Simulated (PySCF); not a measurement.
**How methods differ on the excitation energy of B⁺**

B⁺ [He] 2s2 (1S) → B⁺ [He] 2p2 (3P), as a difference of total energies. Calculation: PySCF 2.14, in x2c-QZVPPall (7s4p3d2f1g, 57 functions); the spin-free X2C one-electron Hamiltonian (Gaussian nucleus). Correlated levels: valence and next inner shell: nothing frozen. The calculations carry no spin-orbit coupling.

```tsv
method	excitation energy (cm⁻¹)	error (cm⁻¹)
UHF	88387	-10540
MP2 (valence and next inner shell)	94566	-4361
SCS-MP2 (valence and next inner shell)	97418	-1508
CCSD (valence and next inner shell)	98814	-112
CCSD(T) (valence and next inner shell)	98893	-33
```

Reference: 98926 cm⁻¹ (measured; NIST levels, between the centres of gravity of the two terms).

Errors of the correlated levels include the incompleteness of this basis.

The basis was made for the ground configuration and has no added diffuse functions, so the excitation energy can come out too high.
